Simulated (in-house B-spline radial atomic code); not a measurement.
A fraction x of an electron is removed from 3d in Ge VI (Ge5+), starting from [Ar] 3d9 and keeping the highest spin. Level of theory: scalar-relativistic (X2C) LC-wPBE, spin-polarised, spherical fractional occupations, Fermi nucleus of rms radius 4.0742 fm; calculated with a B-spline radial code for spherical atoms.

Caution: exact exchange at fractional occupations of open shells leaves self-interaction of up to several eV.

```csv
x,E(x) - E(0) (eV),3d down level (eV)
0,0.0000,-107.048
0.12,13.0220,-109.987
0.16,17.4411,-110.972
0.26,28.6624,-113.451
0.46,51.8531,-118.467
0.5,56.6120,-119.479
0.61,69.9086,-122.279
0.73,84.7667,-125.360
0.83,97.4319,-127.947
0.93,110.3572,-130.554
1,119.5601,-132.389
```

The exact functional would give a straight line between the two integer points. Deviations E(x) - E(0) - x[E(1) - E(0)], in eV: -1.325 at x = 0.12, -1.689 at x = 0.16, -2.423 at x = 0.26, -3.145 at x = 0.46, -3.168 at x = 0.5, -3.023 at x = 0.61, -2.512 at x = 0.73, -1.803 at x = 0.83, -0.834 at x = 0.93.

The curve lies below the straight line by up to 3.168 eV (at x = 0.5): convex, the delocalisation error, to which spherically averaged exact exchange adds.

(1) How well does Slater's transition state (minus the level at half occupation) give the ionisation energy?

Answers

(1) It gives 119.479 eV against 119.560 eV from the two total energies; NIST lists 115.90 eV, ground level to ground level. The end point has an open shell averaged over its orbitals, so its exact exchange keeps a self-interaction and this is no true integer point.
